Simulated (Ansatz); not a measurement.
Isolated molecules relaxed with PBE0-D4/def2-TZVP in Ansatz; ΔE leaves out vibrations. CBS: MP2 limit from def2 TZ/QZ plus the TZ coupled-cluster correction, frozen cores. DFT in def2-TZVPP. HSE06 is defined as in plane-wave codes. For Se outer-core shells are correlated without core-valence functions, which leaves a few kJ/mol of doubt a bond. Scalar relativity is left out up to krypton. One conformer a species, not always the lowest.

Consider the redistribution: `C[Si](O)(O)O` + `[SiH3]C[SeH]` → `O[Si](O)(O)[SeH]` + `CC[SiH3]`.

```tsv
level	ΔE (kcal/mol)	difference from CCSD(T)/CBS
PBE-D4	-13.0	-0.8
revPBE-D4	-13.2	-1.0
r2SCAN0-D4	-13.3	-1.1
BHLYP-D4	-12.9	-0.7
ωB97M-V	-12.2	0.0
B2PLYP	-12.0	0.2
PBE	-12.8	-0.6
revPBE	-12.8	-0.6
r2SCAN0	-13.2	-1.0
HSE06	-13.2	-1.0
MP2/def2-SVP	-15.2	-3.0
CCSD/def2-SVP	-14.9	-2.7
MP2/def2-TZVPP	-11.9	0.3
MP2/def2-QZVPP	-12.3	-0.1
SCS-MP2/def2-QZVPP	-12.0	0.2
CCSD/CBS(def2)	-12.4	-0.2
CCSD(T)/CBS	-12.2	0
```

Largest T1 diagnostic among the species: 0.011.

At CCSD(T), def2-SVP lies −2.6 kcal/mol from the extrapolated value and def2-TZVPP +0.7 kcal/mol. In def2-TZVPP, CCSD(T) changes the Hartree–Fock value by +1.6 kcal/mol (the triples alone add +0.1 kcal/mol) and MP2 by +1.2 kcal/mol.
